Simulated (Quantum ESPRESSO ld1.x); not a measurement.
Tl40+, configuration [Ar] 3d10 4s1 4p6 4d5 5s1 (not the ground configuration). All-electron calculation, Dirac Kohn-Sham, Wu-Cohen GGA, spin-unpolarised, spherical densities, point nucleus; open shells fill j = l - 1/2 first. Program: ld1.x of Quantum ESPRESSO 7.5.

Radial electron density D(r) = 4 pi r^2 rho(r):

r (bohr)   D(r) (e/bohr)
0.0007042          7.189
0.0009097          10.50
0.001175           15.20
0.001518           21.72
0.001961           30.53
0.002513           41.63
0.003246           55.84
0.004193           72.37
0.005416           89.79
0.006996           105.5
0.009037           116.0
0.01167            118.3
0.01508            113.0
0.01948            106.1
0.02516            107.8
0.0325             124.1
0.04165            144.9
0.0538             150.1
0.0695             131.8
0.08977            117.1
0.116              129.4
0.1498             133.5
0.1935             93.41
0.25               54.85
0.3229             50.77
0.4171             38.98
0.5345             16.28
0.6904             4.446
0.8919            0.8509
1.152            0.05846
1.488          0.0008233

D(r) has 4 maxima, at r = 0.0110, 0.0501, 0.137, 0.320 bohr, and minima at 0.0216, 0.0905, 0.291 bohr, inside which lie 2.04, 11.10, 29.91 electrons.
